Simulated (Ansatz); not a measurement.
Two isomers of C2H9AlSi2: A = `CC[SiH]1[AlH][SiH2]1`, B = `C[C@@H]1[AlH][Si@H]1[SiH3]`.

Isolated molecules relaxed with PBE0-D4/def2-TZVP in Ansatz; ΔE leaves out vibrations. CBS: MP2 limit from def2 TZ/QZ plus the TZ coupled-cluster correction, frozen cores. DFT in def2-TZVPP. B3LYP here is the variant with VWN-RPA as its local correlation; programs differ in this. Each species was taken in one conformer, which may not be the lowest.

A:

```xyz
14

C     1.843   -0.176   -1.557
C     1.283   -0.634   -0.215
Si   -0.239    0.340    0.330
Al   -2.554    0.780   -0.110
Si   -1.776    0.011    2.046
H     2.725   -0.759   -1.838
H     2.138    0.876   -1.528
H     1.104   -0.286   -2.354
H     2.035   -0.536    0.576
H     1.005   -1.691   -0.248
H     0.086    1.804    0.485
H    -3.746    1.264   -1.041
H    -1.676    0.424    3.476
H    -2.227   -1.417    1.979
```

B:

```xyz
14

C     0.739    1.335    1.558
C     0.856    0.150    0.623
Al    2.140   -0.559   -0.657
Si   -0.092   -0.012   -1.055
Si   -2.125   -1.150   -1.114
H    -0.260    1.417    1.998
H     0.934    2.270    1.028
H     1.458    1.276    2.381
H     0.621   -0.800    1.145
H     3.654   -0.983   -0.842
H    -0.200    1.331   -1.703
H    -1.976   -2.426   -0.360
H    -3.232   -0.373   -0.489
H    -2.515   -1.474   -2.513
```

(1) Which isomer does CCSD(T)/CBS put lower? Give the gap. (Estimate.)

(2) Give E(B) − E(A) in kJ/mol with B2PLYP, CCSD/def2-TZVPP, MP2/def2-TZVPP, r2SCAN-D4, HF/def2-TZVPP, B3LYP-D4, CCSD(T)/def2-TZVPP. (Estimate.)

Largest T1 diagnostic: 0.013.

Answers

(1) Ansatz gave: A, by 32.5 kJ/mol.

(2) Ansatz gave: B2PLYP 29.3, CCSD/def2-TZVPP 31.5, MP2/def2-TZVPP 27.8, r2SCAN-D4 37.2, HF/def2-TZVPP 25.0, B3LYP-D4 28.6, CCSD(T)/def2-TZVPP 32.7. None reverses the order clearly.
